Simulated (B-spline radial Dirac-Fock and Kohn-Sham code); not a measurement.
Model: relativistic Hartree-Fock (Dirac-Fock) wave functions, averaged over the configuration. Program: a radial atomic solver.

Q: This computed X-ray form factor belongs to an atom or ion in its tabulated ground configuration. Which?

```
sin θ/λ (Å⁻¹)      f₀
         0.06  18.961
         0.08  18.930
          0.1  18.891
         0.12  18.843
         0.45  16.972
         0.56  16.005
         0.87  12.961
         1.35   8.968
         4.05   2.873
```

A: Ru²⁵⁺, with 19 electrons in [Ar] 3d1. f₀ tends to the number of electrons as s goes to zero, which the first rows give only roughly, and the rate of fall reflects the nuclear charge, 44.

Q: This computed X-ray form factor belongs to an atom or ion in its tabulated ground configuration. Which?

```csv
sin θ/λ (Å⁻¹),f₀
0.15,9.992
0.4,9.945
0.45,9.931
0.9,9.728
1,9.665
1.2,9.523
2.5,8.140
5,4.831
6,3.780
```

A: Re⁶⁵⁺, with 10 electrons in [He] 2s2 2p6. f₀ tends to the number of electrons as s goes to zero, which the first rows give only roughly, and the rate of fall reflects the nuclear charge, 75.

Q: This computed X-ray form factor belongs to an atom or ion in its tabulated ground configuration. Which?

```
sin θ/λ (Å⁻¹)      f₀
         0.14  46.422
         0.34  36.202
         0.81  20.845
         1.01  17.780
         1.25  15.192
         1.55  12.394
         2.39   6.893
         4.57   3.469
         5.67   2.465
```

A: Cs⁵⁺, with 50 electrons in [Kr] 4d10 5s2 5p2. f₀ tends to the number of electrons as s goes to zero, which the first rows give only roughly, and the rate of fall reflects the nuclear charge, 55.

Q: This computed X-ray form factor belongs to an atom or ion in its tabulated ground configuration. Which?

| sin θ/λ (Å⁻¹) | f₀ |
| --- | --- |
| 0.1 | 44.435 |
| 0.3 | 40.329 |
| 0.6 | 30.645 |
| 0.8 | 24.866 |
| 1 | 20.693 |
| 1.1 | 19.160 |
| 1.2 | 17.907 |
| 1.4 | 15.944 |
| 3 | 6.449 |

A: Eu¹⁸⁺, with 45 electrons in [Kr] 4d9. f₀ tends to the number of electrons as s goes to zero, which the first rows give only roughly, and the rate of fall reflects the nuclear charge, 63.
